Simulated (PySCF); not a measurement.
GeH₃F, SMILES [F][GeH3].

Geometry: PBE0-D3(BJ)/def2-TZVP.

Calculation: PBE0/def2-TZVPD (PySCF).

Symmetry labels are those of the subgroup Cs that the program uses (full group C3v).

Computed valence orbital energies around the gap with their symmetry:
| orbital | symmetry | energy (eV) |
|---|---|---|
| HOMO−7 | A' | -34.35 |
| HOMO−6 | A' | -31.61 |
| HOMO−5 | A' | -16.11 |
| HOMO−4 | A' | -12.04 |
| HOMO−3 | A" | -11.80 |
| HOMO−2 | A' | -11.80 |
| HOMO−1 | A' | -9.72 |
| HOMO | A" | -9.72 |
| LUMO | A' | -0.41 |
| LUMO+1 | A' | 0.21 |
| LUMO+2 | A' | 1.17 |
| LUMO+3 | A" | 1.17 |
